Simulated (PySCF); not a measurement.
C₂H₁₀Si₂, SMILES C[SiH](C)[SiH3]. Atoms are numbered in the order given.

```xyz
14

Si     1.7993     0.0978     0.0000
Si    -0.4932    -0.4230     0.0000
C     -1.3098     0.2728     1.5524
C     -1.3098     0.2728    -1.5524
H      2.4862    -0.4516     1.2120
H      2.4862    -0.4516    -1.2120
H      1.9931     1.5843     0.0000
H     -0.6298    -1.9175     0.0000
H     -0.8572    -0.1428     2.4666
H     -2.3855     0.0312     1.5684
H     -1.2089     1.3695     1.5935
H     -1.2089     1.3695    -1.5935
H     -0.8572    -0.1428    -2.4666
H     -2.3855     0.0312    -1.5684
```
Charge 0, spin multiplicity 1.

Geometry optimised at r2SCAN-D4/def2-SVP.

Vertical ionisation energy (IE) and electron affinity (EA) in eV. Rows of orbital energies are one-electron estimates. Where ΔSCF, EOM or ADC give a negative EA the extra electron is unbound and the value depends on the basis.

```json
[
 {"level": "−ε(HOMO), −ε(LUMO), PBE0/def2-TZVP (PySCF)", "IE": "7.74", "EA": "-0.38"},
 {"level": "−ε(HOMO), −ε(LUMO), PBE/def2-TZVP (PySCF)", "IE": "[?]", "EA": "[?]"}
]
```

Task: What belongs in the gaps? (Estimate from the structure and the level; the computed values follow.)

Result: 
- −ε(HOMO), −ε(LUMO), PBE/def2-TZVP (PySCF), IE: 6.63
- −ε(HOMO), −ε(LUMO), PBE/def2-TZVP (PySCF), EA: 0.43
